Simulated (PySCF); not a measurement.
Molecule: `C1(B)=C[C@@H]2[C@@H]3C=C[C@H]1[C@H]23`, C$_{8}$H$_{9}$B.

Geometry (Å), atoms numbered from 1 in this order:
```xyz
18

B     2.518   -0.025   -0.735
C     1.085   -0.367   -0.340
C     0.131   -0.935   -1.123
C    -1.128   -1.101   -0.431
C    -1.809    0.147    0.236
C    -1.162    1.450    0.118
C     0.080    1.399    0.606
C     0.440   -0.009    0.999
C    -0.896   -0.747    1.012
H     2.953   -0.445   -1.737
H     3.194    0.625   -0.034
H     0.268   -1.215   -2.153
H    -1.822   -1.867   -0.747
H    -2.886    0.082    0.297
H    -1.650    2.307   -0.311
H     0.803    2.194    0.616
H     1.074   -0.121    1.874
H    -1.204   -1.366    1.840
```

Frames of a GFN2-xTB Langevin trajectory at 300 K; GIAO PBE0/pcSseg-1 shieldings in PySCF 2.14, gas phase, non-relativistic; equivalent atoms averaged within each frame.

Chemical shifts δ = σref − σ; ¹¹B (σref 100.07) against BF3·OEt2; TMS for ¹³C (σref 186.93), ¹H (σref 31.72), all at this level. The references are static minima.

Task: How do the shifts (ppm) fluctuate along the trajectory?

Result: 
```
         time (fs)    B1     C2     C3     C7     C6    C8    C9    C4    C5   H16
optimised geometry  67.3  160.8  157.1  139.4  123.5  60.2  55.5  50.5  52.3  6.37
               250  70.1  171.8  164.2  140.1  120.3  67.7  62.6  50.4  46.9  7.40
               425  65.0  157.9  167.0  124.2  123.8  71.5  56.2  51.1  65.6  6.20
               625  66.3  177.7  175.1  145.7  125.6  63.1  55.0  60.4  47.2  6.87
               800  62.6  158.3  155.4  144.5  127.4  70.2  53.4  56.6  50.1  6.40
              1000  67.3  154.1  153.1  128.2  117.6  60.2  61.6  65.1  57.4  6.81
    mean of frames  66.3  164.0  163.0  136.5  122.9  66.6  57.8  56.7  53.4  6.74
standard deviation   2.7   10.2    9.0    9.8    4.0   4.8   4.1   6.2   8.0  0.47
```

5 frames give an uncertainty of the mean of about the standard deviation over 2.2 at best, since frames this close in time may not be independent; classical motion lacks zero-point vibration, and the reference would need the same averaging.
